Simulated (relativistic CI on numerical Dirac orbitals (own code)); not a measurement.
## Electric-dipole lines of Tl41+

Calculated at this level of theory: Dirac-Coulomb-Breit CI, separate exchange-only KLI orbitals for each configuration, model QED, unscaled Slater integrals (own radial code, finite nucleus).

Configuration list (outside the closed core [Ar] 3d10): 4s2.4p6.4d4, 4s2.4p6.4d3.4f, 4s2.4p5.4d5, 4s.4p6.4d5, 4s2.4p5.4d4.4f, 4s.4p6.4d4.4f, 4s2.4p6.4d3.5s, 4s2.4p6.4d2.4f.5s, 4s2.4p6.4d3.5p, 4s2.4p6.4d3.5d, 4s2.4p5.4d4.5s, 4p6.4d5.4f, 4s2.4p6.4d3.5f, 4s2.4p6.4d2.5s.5p, 4s.4p6.4d3.4f.5s, 4s2.4p6.4d3.6s, 4s2.4p6.4d3.6p, 4p6.4d5.5p, 4p6.4d6, 4p5.4d7, 4p5.4d6.4f, 4s2.4p6.4d2.5s2, 4s2.4p6.4d.4f.5s2, 4s2.4p5.4d2.4f.5s2, 4s.4p6.4d2.4f.5s2. Double excitations out of closed p, d and f shells are left out; levels of such configurations are missing from the list, as are those of other unlisted configurations, and high levels can miss mixing partners. These lack a partner that the ground configuration has and come out too high: 4s2.4p5.4d4.5s.

| λ vac (Å) | Lower | Upper | A (s⁻¹) | E lower (eV) | E upper (eV) |
| --- | --- | --- | --- | --- | --- |
| 34.039 | 4s2.4p6.4d4 3F_4 [3] | 4s2.4p5.4d5 3D°_3 [382] | 4.22e+12 | 30.748 | 394.994 |
| 35.343 | 4s2.4p6.4d4 1I_6 [11] | 4s2.4p5.4d5 3H°_6 [389] | 3.18e+12 | 59.819 | 410.622 |
| 42.308 | 4s2.4p6.4d4 3F_4 [3] | 4s2.4p6.4d3.4f 3G°_4 [254] | 1.14e+12 | 30.748 | 323.801 |
| 42.494 | 4s2.4p6.4d4 5D_1 [2] | 4s2.4p6.4d3.4f 3D°_1 [223] | 2.63e+12 | 24.869 | 316.635 |
| 42.526 | 4s2.4p6.4d4 5D_1 [2] | 4s2.4p6.4d3.4f 3D°_2 [219] | 1.65e+12 | 24.869 | 316.421 |
| 42.540 | 4s2.4p6.4d4 3P_0 [1] | 4s2.4p6.4d3.4f 3D°_1 [138] | 3.83e+12 | 0.000 | 291.453 |
| 42.546 | 4s2.4p6.4d4 3F_4 [3] | 4s2.4p6.4d3.4f 1H°_5 [246] | 3.11e+12 | 30.748 | 322.160 |
| 42.588 | 4s2.4p6.4d4 5D_2 [4] | 4s2.4p6.4d3.4f 3F°_2 [251] | 2.11e+12 | 31.800 | 322.923 |
| 42.682 | 4s2.4p6.4d4 3F_3 [5] | 4s2.4p6.4d3.4f 3G°_4 [254] | 2.16e+12 | 33.315 | 323.801 |
| 42.687 | 4s2.4p6.4d4 3H_5 [10] | 4s2.4p6.4d3.4f 3I°_6 [327] | 2.80e+12 | 58.271 | 348.722 |
| 42.690 | 4s2.4p6.4d4 1I_6 [11] | 4s2.4p6.4d3.4f 3I°_7 [331] | 9.80e+11 | 59.819 | 350.248 |
| 42.735 | 4s2.4p6.4d4 3F_3 [5] | 4s2.4p6.4d3.4f 3G°_3 [253] | 1.53e+12 | 33.315 | 323.436 |
| 42.743 | 4s2.4p6.4d4 3H_4 [8] | 4s2.4p6.4d3.4f 3I°_5 [315] | 1.19e+12 | 55.560 | 345.630 |
| 42.828 | 4s2.4p6.4d4 1I_6 [11] | 4s2.4p6.4d3.4f 3I°_7 [329] | 2.50e+12 | 59.819 | 349.312 |
| 42.896 | 4s2.4p6.4d4 3G_4 [14] | 4s2.4p6.4d3.4f 3H°_5 [335] | 2.26e+12 | 62.430 | 351.467 |
| 42.956 | 4s2.4p6.4d4 3F_3 [13] | 4s2.4p6.4d3.4f 3F°_4 [333] | 1.75e+12 | 62.134 | 350.763 |
| 42.983 | 4s2.4p6.4d4 3F_4 [3] | 4s2.4p6.4d3.4f 3F°_4 [235] | 2.92e+12 | 30.748 | 319.195 |
| 43.039 | 4s2.4p6.4d4 5D_2 [4] | 4s2.4p6.4d3.4f 3D°_3 [238] | 1.25e+12 | 31.800 | 319.875 |
| 43.558 | 4s2.4p6.4d4 3F_4 [17] | 4s2.4p6.4d3.4f 1H°_5 [345] | 1.85e+12 | 71.427 | 356.066 |
| 44.245 | 4s2.4p6.4d4 3H_6 [24] | 4s2.4p6.4d3.4f 1K°_7 [363] | 2.26e+12 | 89.082 | 369.306 |

Terms are leading LS components. Brackets give the number of a level in order of energy, since labels repeat. The list gives strong lines, with weight on those to low levels, without lines whose two gauges differ by over a factor of 2.5, among the lowest 400 of 8791 levels, so that lines to higher ones, which can be the strongest, are missing. Levels whose partners in the same complex of configurations lie outside the list can be far off, and so can their lines. Rates are taken at the computed energies, electric ones in the length gauge.

At this charge energies of transitions that change n are usually good to better than 1 %, and those within a shell (Δn = 0) to a few per cent.

LS names give the leading component of a level, which can be under half, so a name can repeat, a term be missing and a line seem to break the LS rules.
